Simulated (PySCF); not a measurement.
C3H10Si3.
Numbering: `[CH3:1][C:2]#[C:3][SiH:4]([SiH3:5])[SiH3:6]` (hydrogens: H7, H8, H9 on C1; H10 on Si4; H11, H12, H13 on Si5; H14, H15, H16 on Si6)

Geometry (PBE0-D3(BJ)/def2-SVP, Å), atoms numbered from 1 in this order:
```xyz
16
C3H10Si3 angstrom
C      3.4210   -0.6563    0.3481
C      2.0149   -0.5488    0.0089
C      0.8330   -0.4614   -0.2807
Si    -0.9430   -0.2760   -0.6662
Si    -2.2048   -0.9708    1.1862
Si    -1.3760    1.9816   -1.1345
H      3.8974    0.3363    0.3756
H      3.9591   -1.2688   -0.3916
H      3.5550   -1.1238    1.3361
H     -1.2998   -1.1123   -1.8560
H     -1.8612   -0.1241    2.3700
H     -1.9274   -2.4022    1.5169
H     -3.6648   -0.8160    0.8953
H     -2.8294    2.1744   -1.4357
H     -0.5739    2.4476   -2.3070
H     -1.0207    2.8117    0.0576
```

Computed, not measured: core-valence-separated Tamm–Dancoff BHandHLYP/aug-pcX-1 (pcseg-1 on H, def2-SVPD on Si) in PySCF, non-relativistic, gas phase, PBE0-D3(BJ)/def2-SVP geometry. No empirical shift is added; at this level the pattern usually sits a few eV under experiment.

The lowest roots of each edge with f over 0.003 (five at most, numbered afresh; weaker and dark ones are left out), with transition dipoles (au) in the frame of the coordinates:

```json
{"root": "1", "edge": "C", "E (eV)": "283.05", "μx": "0.0092", "μy": "-0.0524", "μz": "-0.0643"}
{"root": "2", "edge": "C", "E (eV)": "283.08", "μx": "-0.0174", "μy": "-0.0648", "μz": "0.0503"}
{"root": "3", "edge": "C", "E (eV)": "283.35", "μx": "-0.0122", "μy": "0.0562", "μz": "0.0696"}
{"root": "4", "edge": "C", "E (eV)": "283.42", "μx": "-0.0183", "μy": "-0.0701", "μz": "0.0533"}
{"root": "5", "edge": "C", "E (eV)": "285.29", "μx": "-0.0339", "μy": "0.0071", "μz": "-0.0026"}
```

Q: What are the oscillator strengths?

A: f = (2/3) ΔE |μ|², with ΔE in hartree (27.2114 eV):

```json
{"root": "1", "ΔE (Eh)": "10.4019", "|μ|² (au)": "0.006965", "f": "0.048", "core hole on": "C3"}
{"root": "2", "ΔE (Eh)": "10.4031", "|μ|² (au)": "0.007032", "f": "0.049", "core hole on": "C3"}
{"root": "3", "ΔE (Eh)": "10.4130", "|μ|² (au)": "0.008151", "f": "0.057", "core hole on": "C2"}
{"root": "4", "ΔE (Eh)": "10.4155", "|μ|² (au)": "0.008090", "f": "0.056", "core hole on": "C2"}
{"root": "5", "ΔE (Eh)": "10.4843", "|μ|² (au)": "0.001206", "f": "0.008", "core hole on": "C3"}
```

Q: Molecules are fixed in this frame and the field points along (1, 1, 0)/√2. What effective strengths 3 f cos²θ do the roots have (θ between field and μ)?

A: root 1 (C3): 0.019, root 2 (C3): 0.070, root 3 (C2): 0.020, root 4 (C2): 0.081, root 5 (C3): 0.008. Root 4 is the strongest. Averaged over all orientations cos²θ is 1/3, which gives f back.

